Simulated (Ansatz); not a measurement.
Basis-set extrapolation for C2H6BNS (PBE0-D4/def2-TZVP geometry, frozen core, Ansatz 0.2.0). Multiplicity 1, RHF reference.

```
                      def2-TZVPP   def2-QZVPP
                 HF  -555.941821  -555.960248
    MP2 correlation    -0.832594    -0.890812
CCSD(T) correlation    -0.913877      not run
```

Energies in hartree. Use E(X) = E(∞) + A·exp(−7.88·√X) for Hartree–Fock and E(X) = E(∞) + B·X^(−2.97) for correlation, with X = 3 and 4, and add CCSD(T) minus MP2 of the smaller set to the MP2 limit.

Problem. What is the CCSD(T) energy at the basis-set limit?

Solution. HF limit: -555.960248 + (-0.018427) × 0.13774 = -555.96279. MP2 limit: -0.890812 + (-0.058218) × 0.74074 = -0.93394. Higher-order term: -0.913877 − (-0.832594) = -0.08128. Total: -556.97801 hartree, 76.8 kcal/mol below CCSD(T)/def2-TZVPP.
